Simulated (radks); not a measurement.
The numbers below are computed, except where a source is named.
Excited configurations of neutral tantalum: one electron is placed in a higher orbital outside [Xe] 4f14 5d3 6s1. The ground configuration is [Xe] 4f14 5d3 6s2. Level of theory: scalar-relativistic Kohn-Sham, LDA (Slater exchange, Perdew-Wang correlation), spin-polarised, spherical densities, point nucleus; open shells are filled with parallel spins first (spin-orbit coupling, left out, can overturn this in heavy ions) (a radial shooting solver on a logarithmic mesh with Libxc functionals). Excitation = E - E(ground); binding = E(ion) - E, where the ion is the core of charge +1; n* = 1/sqrt(2 binding) in atomic units, and the quantum defect is n - n*.

outer orbital  excitation (eV)  binding (eV)     n*  quantum defect  <r> (bohr)
5f                       6.798         0.945  3.794           1.206       16.68
6p                       2.900         4.843  1.676           4.324       4.434
6d                       6.089         1.654  2.868           3.132       10.00
6f                       7.090         0.653  4.564           1.436       28.33
7s                       5.130         2.613  2.282           4.718       8.423
7p                       5.910         1.833  2.725           4.275       11.18
7d                       6.733         1.010  3.670           3.330       19.30
7f                       7.270         0.473  5.363           1.637       42.57

The Delta-SCF ionisation energy is 7.743 eV (NIST Atomic Spectra Database: 7.550 eV, measured). Self-interaction in the functional shifts the binding energies and quantum defects, so they are the method's values and not measured ones. Open shells are spherical and high-spin; term and fine-structure splittings are not resolved. Spin-orbit splitting is averaged out at the scalar-relativistic level.
